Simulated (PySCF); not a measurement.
## Two-component Hartree-Fock for Pd²⁵⁺ (palladium, charge +25)

Start: [Ar] 3d3; 3d3/2 filled at m_j = -1/2, +1/2, +3/2. Calculated with PySCF 2.14 in an uncontracted even-tempered set (16 s from 3.5 bohr⁻², ratio 2.8; 12 p from 4.5 bohr⁻², ratio 2.8; 8 d from 4.5 bohr⁻², ratio 2.8; 3 f from 15 bohr⁻², ratio 3): generalised Hartree-Fock with the X2C-1e Hamiltonian and a Gaussian nucleus; one run each with spin-orbit coupling (SO) switched off, then screened by Boettger's factors.

| spinor shell | electrons | ε, spin-free (eV) | ε, screened SO (eV) | weight of nominal j (screened SO) | rms radius, screened SO (bohr) |
| --- | --- | --- | --- | --- | --- |
| 1s1/2 | 2 | -25537.4 | -25535.1 | 1.000 | 0.0365 |
| 2s1/2 | 2 | -4697.8 | -4696.8 | 1.000 | 0.149 |
| 2p1/2 | 2 | -4317.2 | -4432.5 | 0.998 | 0.129 |
| 2p3/2 | 4 | -4317.2 | -4262.8 | 0.999 | 0.133 |
| 3s1/2 | 2 | -1583.6 | -1583.3 | 1.000 | 0.376 |
| 3p1/2 | 2 | -1451.6 | -1484.1 | 0.946 | 0.367 |
| 3d3/2 | 3 | -1293.5 | -1294.8 | 0.836 | 0.335 |

(1) Where does 3p3/2 lie, and what is the 3p spin-orbit splitting (screened SO)?

```json
{"quantity": "E (hartree)", "spin-free": "-4655.70420", "screened SO": "-4656.81168"}
{"quantity": "M_J", "spin-free": "3/2", "screened SO": "3/2"}
{"quantity": "⟨J²⟩", "spin-free": "6.751", "screened SO": "5.010"}
{"quantity": "⟨L²⟩", "spin-free": "12.001", "screened SO": "10.983"}
{"quantity": "⟨S²⟩", "spin-free": "3.750", "screened SO": "3.241"}
```

The determinant has a definite M_J but mixes levels of different J.

Each row is a mean over spinors that exchange with the open shell spreads, by up to 15.130 eV (3s1/2).

Rows whose weight is well below 1 are mixtures of j = l ± 1/2: exchange outweighs spin-orbit coupling there, and the label is only the starting occupation.

Breit and QED terms are absent; they matter most for the inner s and p1/2 levels.

Densities and radii are taken from the X2C orbitals without a picture-change correction, which distorts them close to the nucleus.

Without spin-orbit coupling the j labels of p, d and f shells carry no meaning; the spin-free column gives the mean over the occupied spinors of each nl shell, and its ⟨J²⟩ belongs to a mixture of degenerate components.

## Answers

(1) At -1436.1 eV, 48.076 eV above 3p1/2.
